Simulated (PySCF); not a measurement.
ClHSSe, SMILES S[Se]Cl. Geometry optimised at B3LYP-D3(BJ)/def2-TZVP. Other conformers were not sampled.

TDDFT-PBE0/def2-SVPD run with PySCF puts the lowest singlet excitations at 2.96, 3.94, 4.63, 4.93, 5.14, 5.59 eV.

### Question
What are the lowest excitation roots from ADC(2)/aug-cc-pVDZ in PySCF 2.14.0? (Estimate from the structure and the level; the computed values follow.)

### Answer
3.28, 4.27, 4.83, 5.28, 5.39, 5.76 eV. S1 differs by 0.32 eV (second minus first; roots are paired by order, and the bases may differ).
